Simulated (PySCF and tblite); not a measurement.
Results of a calculation; reference values are marked as such.
C₆H₈O₂, numbered as in [CH2:1]=[CH:2][O:3][CH2:4][C:5](=[O:6])[CH:7]=[CH2:8]. Level: PBE0-D3(BJ)/pcSseg-1//GFN2-xTB, thermal terms from GFN2-xTB, symmetry numbers and mirror pairs counted. Conformers within 2.5 kcal/mol (GFN2-xTB free energy) were kept, 8 at most. GIAO shieldings: PBE0/pcSseg-1. Shifts are against TMS (¹H), TMS (¹³C) at the same level. Codes: tblite and PySCF.

Torsions listed: C1–C2–O3–C4, C2–O3–C4–C5, O3–C4–C5–O6, O6–C5–C7–C8. Of a mirror pair one member is shown.

```csv
conformer,shape,point group,mirror pair,ΔE(DFT),Δ(G−E) at 600 K,δ C5 (ppm)
1,"-4°, 68°, -155°, 8°",C1,yes,0.00,0.00,205.3
2,"1°, -178°, -163°, 4°",C1,yes,0.53,-1.72,199.8
3,"-3°, 66°, -149°, -155°",C1,yes,1.27,0.55,209.5
4,"174°, -70°, 155°, -6°",C1,yes,2.10,-2.08,205.2
5,"-2°, 180°, 141°, 159°",C1,yes,2.41,-0.64,202.2
6,"-173°, 66°, -144°, -162°",C1,yes,3.37,-1.60,206.8
```

Energies in kcal/mol; the thermal term leaves out symmetry numbers and mirror images.

**Question.** Work out the weights at 600 K and the ¹³C shift of C5 under fast exchange.

**Answer.** RT = 1.192 kcal/mol. Each conformer gets RT ln(σ/g), with σ the rotational symmetry number and g = 2 for a mirror pair: 1: σ = 1, g = 2, G = 0.00 + 0.00 − 0.83 = -0.83, 1.19 above the lowest, exp(−ΔG/RT) = 0.368; 2: σ = 1, g = 2, G = 0.53 − 1.72 − 0.83 = -2.02, 0.00 above the lowest, exp(−ΔG/RT) = 1.000; 3: σ = 1, g = 2, G = 1.27 + 0.55 − 0.83 = 1.00, 3.01 above the lowest, exp(−ΔG/RT) = 0.080; 4: σ = 1, g = 2, G = 2.10 − 2.08 − 0.83 = -0.81, 1.21 above the lowest, exp(−ΔG/RT) = 0.362; 5: σ = 1, g = 2, G = 2.41 − 0.64 − 0.83 = 0.95, 2.96 above the lowest, exp(−ΔG/RT) = 0.083; 6: σ = 1, g = 2, G = 3.37 − 1.60 − 0.83 = 0.94, 2.96 above the lowest, exp(−ΔG/RT) = 0.083. The sum is 1.976, so the weights are 18.6, 50.6, 4.0, 18.3, 4.2, 4.2 %. The averaged shift is 202.6 ppm. At 298.15 K it is 202.1 ppm. At 298.15 K the leading conformer alone gives 199.8 ppm and bare DFT energies give 204.1 ppm.


Conformer gaps in pcSseg-1 on xTB geometries can be 2 kcal/mol off for S=O, P=O and other polar bonds.